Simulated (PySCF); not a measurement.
B(Cl)(NHMe)(OMe) (C2H7BClNO), SMILES CNB(Cl)OC.

Geometry optimised at B3LYP-D3(BJ)/def2-SVP. One conformer was computed; it need not be the lowest.

All values below come from PySCF with B3LYP-D3(BJ)/def2-SVP.

Frequencies are harmonic and unscaled.

Problem. Estimate the vibrational spectrum. (Estimate from the structure and the level; the computed values follow.)

Solution. 
```csv
mode,ν (cm⁻¹),IR (km/mol),Raman (Å⁴/amu),depolarisation,moving atoms (share of kinetic energy)
1,105,0.6,0.0,–,"H 65 %, C 15 %, O 11 %"
2,117,0.9,0.2,0.75,"H 74 %, N 14 %"
3,133,1.1,0.1,0.75,"H 73 %, O 12 %"
4,191,0.0,0.1,0.75,"N 31 %, H 31 %, O 28 %, C 9 %"
5,192,1.2,0.9,0.72,"C 52 %, H 28 %, Cl 11 %"
6,235,0.4,0.9,0.53,"Cl 32 %, C 32 %, H 15 %"
7,373,4.9,2.5,0.31,"Cl 29 %, C 27 %, O 24 %, H 12 %"
8,488,5.0,0.5,0.60,"N 33 %, Cl 18 %, H 16 %, O 15 %, C 12 %"
9,518,19.8,0.7,0.75,"H 66 %, B 30 %"
10,611,79.9,1.5,0.75,"B 52 %, H 26 %, N 15 %"
11,634,28.8,5.8,0.11,"O 33 %, N 19 %, Cl 13 %, C 13 %, H 12 %, B 10 %"
12,1026,47.1,5.3,0.27,"H 38 %, B 31 %, C 21 %"
13,1070,65.1,3.3,0.74,"C 37 %, O 21 %, H 19 %, B 14 %, N 10 %"
14,1148,0.7,1.4,0.75,"H 75 %, C 19 %"
15,1150,11.7,3.6,0.75,"H 44 %, N 25 %, C 23 %"
16,1174,0.9,2.8,0.75,"H 76 %, C 19 %"
17,1197,43.6,2.7,0.74,"H 64 %, C 19 %, B 9 %"
18,1288,268.5,6.0,0.38,"B 34 %, H 29 %, O 13 %, N 13 %, C 10 %"
19,1335,259.2,0.9,0.49,"H 39 %, B 25 %, O 23 %, C 12 %"
20,1451,16.7,11.0,0.67,"H 85 %, C 14 %"
21,1465,79.7,14.4,0.69,"H 84 %, C 9 %"
22,1475,0.9,33.1,0.75,H 97 %
23,1476,8.5,6.1,0.75,H 97 %
24,1478,3.2,15.8,0.75,H 96 %
25,1489,25.3,11.7,0.44,H 89 %
26,1578,328.2,7.2,0.74,"H 34 %, N 30 %, B 30 %"
27,2987,52.8,122.5,0.02,H 97 %
28,3007,74.7,196.6,0.05,H 97 %
29,3054,41.4,57.4,0.75,"H 90 %, C 10 %"
30,3064,39.1,120.1,0.75,"H 90 %, C 10 %"
31,3121,24.6,111.3,0.52,"H 91 %, C 9 %"
32,3153,3.6,40.3,0.64,"H 91 %, C 9 %"
33,3604,15.4,77.1,0.19,H 93 %
```
